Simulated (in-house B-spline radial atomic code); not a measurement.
# Response and correlation of Cs⁴⁵⁺

Closed shell [He] 2s2 2p6. Computed with a B-spline radial code for spherical atoms: Dirac-Hartree-Fock, relativistic RPA (time-dependent Dirac-Hartree-Fock) for the response and second-order many-body perturbation theory for correlation, no-pair Dirac-Coulomb Hamiltonian, finite nucleus.

```
multipole (bohr³, bohr⁵, bohr⁷)   uncoupled  coupled RPA
                         dipole  0.00017271   0.00017345
                     quadrupole  3.0316e-06   3.1029e-06
                       octupole  8.1477e-08            ?
```

Problem. What is the coupled octupole polarisability?

Solution. 8.3372e-08 atomic units, +2 % against the uncoupled value.

Problem. Which subshells carry the dipole polarisability?

Solution. 2p3/2 61.0 %, 2p1/2 24.9 %, 2s1/2 13.9 %.

Problem. What does the dipole shielding factor come to?

Solution. The dipole shielding factor is 0.182, against the exact N/Z = 10/55 = 0.182 of the non-relativistic theorem.

Dipole polarisability at imaginary frequency:

```csv
u (Eh),α(iu) (bohr³)
0,0.0001734
15.6,0.0001723
46.8,0.0001639
93.6,0.0001409
156,0.0001068
312,5.198e-05
624,1.806e-05
1560,3.482e-06
```

Problem. What dispersion coefficients follow for two such ions (the dispersion part alone)?

Solution. C6 = (3/π)∫α(iu)²du = 4.534e-06 hartree·bohr⁶ and C8 = 4.274e-07 hartree·bohr⁸.

Lowest J = 1 odd-parity excitations:

| energy (eV) | oscillator strength | leading channel | weight |
| --- | --- | --- | --- |
| 4397.3 | 0.134 | 2p3/2 → s1/2 | 0.999 |
| 4699.4 | 0.00386 | 2p3/2 → d3/2 | 0.917 |
| 4752 | 1.93 | 2p3/2 → d5/2 | 0.67 |
| 4765.4 | 0.331 | 2p1/2 → s1/2 | 0.739 |
| 5088.3 | 1.4 | 2p1/2 → d3/2 | 0.985 |
| 5176.8 | 0.112 | 2s1/2 → p1/2 | 0.987 |
| 5276.4 | 0.317 | 2s1/2 → p3/2 | 0.997 |
| 6034.7 | 0.0239 | 2p3/2 → s1/2 | 1.0 |

Second-order correlation energy by the highest angular momentum of the excited pair (hartree): s -0.02097, p -0.1396, d -0.1859, f -0.04991, g -0.01916, h -0.007167, i -0.00326, k -0.001683.

Problem. What is the second-order correlation energy at the partial-wave limit?

Solution. The listed waves sum to -0.42764 hartree; extrapolating the increments as (l + 1/2)⁻⁴ gives -0.43108 hartree, -1.17 eV per electron.
